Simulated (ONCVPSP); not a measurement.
**Pseudopotential generation for Tc: ONCV, LDA (Perdew-Zunger), scalar-relativistic.**

Input for ONCVPSP 4.0.1:

```
# ATOM AND REFERENCE CONFIGURATION
# atsym  z   nc   nv     iexc    psfile
  Tc 43.00    6    4        3      upf
#
#   n    l    f
    1    0    2.00
    2    0    2.00
    2    1    6.00
    3    0    2.00
    3    1    6.00
    3    2   10.00
    4    0    2.00
    4    1    6.00
    4    2    5.00
    5    0    2.00
#
# PSEUDOPOTENTIAL AND OPTIMIZATION
# lmax
    2
#
#   l,   rc,      ep,       ncon, nbas, qcut
    0    1.80    0.00    4    7    7.30
    1    1.60    0.00    4    9    8.80
    2    1.45    0.00    3    6    7.80
#
# LOCAL POTENTIAL
# lloc, lpopt,  rc(5),   dvloc0
    4    5    1.40    2.00
#
# VANDERBILT-KLEINMAN-BYLANDER PROJECTORs
# l, nproj, debl
    0    2    2.30
    1    2    0.50
    2    3    1.70
#
# MODEL CORE CHARGE
# icmod, fcfact, rcfact
    2    0.55    0.90
#
# LOG DERIVATIVE ANALYSIS
# epsh1, epsh2, depsh
   -4.00    5.00    0.02
#
# OUTPUT GRID
# rlmax, drl
    6.00    0.01
#
# TEST CONFIGURATIONS
# ncnf
    4
# nvcnf
#   n    l    f
    4
    4    0    2.00
    4    1    6.00
    4    2    5.00
    5    0    1.00
#
    4
    4    0    2.00
    4    1    6.00
    4    2    5.00
    5    0    0.00
#
    4
    4    0    2.00
    4    1    6.00
    4    2    4.00
    5    0    0.00
#
    4
    4    0    2.00
    4    1    6.00
    4    2    6.00
    5    0    1.00
#
```

Command:

```bash
oncvpsp.x < Tc.dat > Tc.out
```

Output (shortened: citation, most of the input echo, consistency checks and plot data are left out):

```
ONCVPSP  (Optimized Norm-Conservinng Vanderbilt PSeudopotential)
scalar-relativistic version 4.0.1

#   n    l    f        energy (Ha)
    1    0    2.00    -7.6587237E+02
    2    0    2.00    -1.0929593E+02
    2    1    6.00    -9.7890367E+01
    3    0    2.00    -1.9016777E+01
    3    1    6.00    -1.5273002E+01
    3    2   10.00    -9.1943446E+00
    4    0    2.00    -2.6969624E+00
    4    1    6.00    -1.6683268E+00
    4    2    5.00    -2.5032220E-01
    5    0    2.00    -1.9353340E-01

Reference configufation results
  iterations    24
  all-electron total energy (Ha)   -4.28125756D+03

Begin loop to  construct optimized pseudo wave functions
and semi-local pseudopoentials for all angular momenta

Calculating optimized projector #   1

 for l=   0

    Fraction of norm inside rc  0.963645
    Optimizing pswf for qcut=   7.29 a_B^-1,  ecut=  26.57 Ha
    Residual kinetic energy error=  7.03D-07 Ha

    Energy error per electron        Cutoff
         Ha          eV             Ha
         0.01000     0.27211       12.67
         0.00100     0.02721       17.40
         0.00010     0.00272       20.96
         0.00001     0.00027       23.50

Calculating optimized projector #   2

 for l=   0

    Fraction of norm inside rc  0.071828
    Optimizing pswf for qcut=   7.29 a_B^-1,  ecut=  26.57 Ha
    Residual kinetic energy error=  1.67D-06 Ha

    Energy error per electron        Cutoff
         Ha          eV             Ha
         0.01000     0.27211        8.72
         0.00100     0.02721       16.21
         0.00010     0.00272       20.80
         0.00001     0.00027       24.12

WARNING wellstate: negative energy specified for n= 5 l=  1
WARNING scattering state with energy  0.25000000
WARNING will be used for the first projector

   Wellstate for l =  1  n =  5
     eigenvalue =   0.2500
     asymptotic potential =   0.7500
     half-point radius =  3.4562

Calculating optimized projector #   1

 for l=   1

    Fraction of norm inside rc  0.849737
    Optimizing pswf for qcut=   8.79 a_B^-1,  ecut=  38.66 Ha
    Residual kinetic energy error=  4.63D-07 Ha

    Energy error per electron        Cutoff
         Ha          eV             Ha
         0.01000     0.27211       10.14
         0.00100     0.02721       22.82
         0.00010     0.00272       29.17
         0.00001     0.00027       33.50

Calculating optimized projector #   2

 for l=   1

    Fraction of norm inside rc  0.080242
    Optimizing pswf for qcut=   8.79 a_B^-1,  ecut=  38.66 Ha
    Residual kinetic energy error=  5.81D-07 Ha

    Energy error per electron        Cutoff
         Ha          eV             Ha
         0.01000     0.27211        8.97
         0.00100     0.02721       19.80
         0.00010     0.00272       28.38
         0.00001     0.00027       33.47

   Wellstate for l =  2  n =  5
     eigenvalue =   1.4497
     asymptotic potential =   1.9497
     half-point radius =  2.7468

   Wellstate for l =  2  n =  6
     eigenvalue =   3.1497
     asymptotic potential =   3.6497
     half-point radius =  3.0616

Calculating optimized projector #   1

 for l=   2

    Fraction of norm inside rc  0.433053
    Optimizing pswf for qcut=   7.80 a_B^-1,  ecut=  30.45 Ha
    Residual kinetic energy error=  1.54D-05 Ha

    Energy error per electron        Cutoff
         Ha          eV             Ha
         0.01000     0.27211       17.16
         0.00100     0.02721       22.58
         0.00010     0.00272       27.02
         0.00001     0.00027       31.99

Calculating optimized projector #   2

 for l=   2

    Fraction of norm inside rc  0.184485
    Optimizing pswf for qcut=   7.80 a_B^-1,  ecut=  30.45 Ha
    Residual kinetic energy error=  4.30D-05 Ha

    Energy error per electron        Cutoff
         Ha          eV             Ha
         0.01000     0.27211       18.68
         0.00100     0.02721       24.30
         0.00010     0.00272       29.03
         0.00001     0.00027       38.82

Calculating optimized projector #   3

 for l=   2

    Fraction of norm inside rc  0.092453
    Optimizing pswf for qcut=   7.80 a_B^-1,  ecut=  30.45 Ha
    Residual kinetic energy error=  1.46D-04 Ha

    Energy error per electron        Cutoff
         Ha          eV             Ha
         0.01000     0.27211       19.91
         0.00100     0.02721       25.95
         0.00010     0.00272       31.23
         0.00001     0.00027       37.83

Construct Vanderbilt / Kleinmman-Bylander projectors

B matrix Hermiticity error, ll=   0
   1   2    2.4887E-04

  Orthonormal projector coefficients  7.7102E+00  8.2975E-01

B matrix Hermiticity error, ll=   1
   1   2    2.3067E-04

  Orthonormal projector coefficients  3.7067E+00 -1.1004E-01

B matrix Hermiticity error, ll=   2
   1   2    2.1001E-04
   1   3   -3.3646E-04
   2   3    1.4940E-04

  Orthonormal projector coefficients  3.8922E+00 -2.0940E+00 -9.2194E-01

Model core correction analysis
  based on d2Exc/dn_idn_j

d2excae - all-electron derivatives

   -3.152120D-02   -2.859059D-02   -1.711419D-02   -2.240351D-03
   -2.859054D-02   -2.714327D-02   -1.826506D-02   -2.922647D-03
   -1.711411D-02   -1.826508D-02   -1.818862D-02   -9.226333D-03
   -2.240311D-03   -2.922520D-03   -9.224736D-03   -2.320898D-02

d2excps - pseudofunction derivatives with no core correction

   -4.244128D-02   -3.431993D-02   -1.893076D-02   -3.277814D-03
   -3.432112D-02   -3.194415D-02   -2.045126D-02   -3.394797D-03
   -1.893159D-02   -2.045138D-02   -1.933829D-02   -9.354953D-03
   -3.278079D-03   -3.394695D-03   -9.353354D-03   -2.330149D-02

rms 2nd derivative error    3.775634E-03

amplitude prefactor, scale prefactor
   17.8546    1.0943

d2excps - pseudofunction derivatives with core correction

   -2.895100D-02   -2.740783D-02   -1.680721D-02   -2.125465D-03
   -2.740822D-02   -2.769260D-02   -1.900923D-02   -2.829799D-03
   -1.680772D-02   -1.900925D-02   -1.881438D-02   -9.188798D-03
   -2.125460D-03   -2.829664D-03   -9.187197D-03   -2.320151D-02

rms 2nd derivative error    8.455126E-04

Pseudoatom total energy  -81.246959

Diagnostic tests using Vanderbilt-Kleinman-Bylander pseudopotentials
  1 or more projectors used as specified by nproj input data

   l    rcore       rmatch      e in        delta e   norm test  slope test

   0   1.8041267   1.8589039  -2.6969624   0.0000045   1.0001270   1.0001148
   0   1.8041267   1.8589039  -0.1935334   0.0000030   1.0000363   1.0000271

   1   1.6006907   1.6492911  -1.6683268  -0.0000069   1.0001460   1.0001567
   1   1.6006907   1.6492911   0.2500000   0.0000047   1.0002765   1.0002765

   2   1.4545871   1.4987515  -0.2503222  -0.0000184   1.0000676   0.9999360
   2   1.4545871   1.4987515   1.4496778  -0.0000470   1.0002846   1.0002846
   2   1.4545871   1.4987515   3.1496778  -0.0000161   1.0003756   1.0003756

 Testing for bound ghosts
   n   l    E NL Schr. Eq   E Basis Diag.   E Cutoff

   1   0       -2.696958       -2.696955     58.60
   2   0       -0.193530       -0.153696     58.60

   2   1       -1.668334       -1.668315    154.58

   3   2       -0.250341       -0.237963    121.61

 Testing for highly-localized positive-energy ghosts
       l    <radius>/rc     E Basis Diag.   E Cutoff

Test configuration 0

   n   l     f        eae           eps        diff
   1   0  2.0000 -765.87236936
   2   0  2.0000 -109.29592978
   2   1  6.0000  -97.89036673
   3   0  2.0000  -19.01677712
   3   1  6.0000  -15.27300157
   3   2 10.0000   -9.19434457
   4   0  2.0000   -2.69696239   -2.69695785    4.54D-06
   4   1  6.0000   -1.66832678   -1.66833370   -6.92D-06
   4   2  5.0000   -0.25032220   -0.25034061   -1.84D-05
   5   0  2.0000   -0.19353340   -0.19353035    3.05D-06

    Total energies and differences
      AE_ref= -4.28125756D+03  AE_tst= -4.28125756D+03  dif=  0.00D+00
      PS_ref= -8.12469589D+01  PS_tst= -8.12469589D+01  dif= -1.42D-14
      PSP excitation error=  1.42D-14

Test configuration 1

   n   l     f        eae           eps        diff
   1   0  2.0000 -766.15446047
   2   0  2.0000 -109.57495093
   2   1  6.0000  -98.16959478
   3   0  2.0000  -19.29647518
   3   1  6.0000  -15.55268519
   3   2 10.0000   -9.47379221
   4   0  2.0000   -2.97762909   -2.97840976   -7.81D-04
   4   1  6.0000   -1.94927877   -1.94955883   -2.80D-04
   4   2  5.0000   -0.52575797   -0.52575830   -3.33D-07
   5   0  1.0000   -0.43094591   -0.43100261   -5.67D-05

    Total energies and differences
      AE_ref= -4.28125756D+03  AE_tst= -4.28094770D+03  dif=  3.10D-01
      PS_ref= -8.12469589D+01  PS_tst= -8.09370355D+01  dif=  3.10D-01
      PSP excitation error= -6.97D-05

Test configuration 2

   n   l     f        eae           eps        diff
   1   0  2.0000 -766.47824073
   2   0  2.0000 -109.89430606
   2   1  6.0000  -98.48924925
   3   0  2.0000  -19.61638331
   3   1  6.0000  -15.87256778
   3   2 10.0000   -9.79337273
   4   0  2.0000   -3.29724329   -3.29932944   -2.09D-03
   4   1  6.0000   -2.26865735   -2.26941253   -7.55D-04
   4   2  5.0000   -0.83555809   -0.83558331   -2.52D-05

    Total energies and differences
      AE_ref= -4.28125756D+03  AE_tst= -4.28038902D+03  dif=  8.69D-01
      PS_ref= -8.12469589D+01  PS_tst= -8.03781368D+01  dif=  8.69D-01
      PSP excitation error= -2.83D-04

Test configuration 3

   n   l     f        eae           eps        diff
   1   0  2.0000 -767.01665088
   2   0  2.0000 -110.43920459
   2   1  6.0000  -99.03368539
   3   0  2.0000  -20.15513624
   3   1  6.0000  -16.41128776
   3   2 10.0000  -10.33301444
   4   0  2.0000   -3.81217665   -3.81409907   -1.92D-03
   4   1  6.0000   -2.77419702   -2.77459626   -3.99D-04
   4   2  4.0000   -1.29956546   -1.29938818    1.77D-04

    Total energies and differences
      AE_ref= -4.28125756D+03  AE_tst= -4.27932595D+03  dif=  1.93D+00
      PS_ref= -8.12469589D+01  PS_tst= -7.93150574D+01  dif=  1.93D+00
      PSP excitation error= -2.96D-04

Test configuration 4

   n   l     f        eae           eps        diff
   1   0  2.0000 -765.75913424
   2   0  2.0000 -109.17493646
   2   1  6.0000  -97.76996538
   3   0  2.0000  -18.89813395
   3   1  6.0000  -15.15434473
   3   2 10.0000   -9.07502565
   4   0  2.0000   -2.58736146   -2.58872502   -1.36D-03
   4   1  6.0000   -1.56380589   -1.56430392   -4.98D-04
   4   2  6.0000   -0.17145013   -0.17139909    5.10D-05
   5   0  1.0000   -0.16287683   -0.16292893   -5.21D-05

    Total energies and differences
      AE_ref= -4.28125756D+03  AE_tst= -4.28128936D+03  dif= -3.18D-02
      PS_ref= -8.12469589D+01  PS_tst= -8.12786592D+01  dif= -3.17D-02
      PSP excitation error= -1.05D-04
```

The run took about 6.2 s on one core of a shared server CPU.
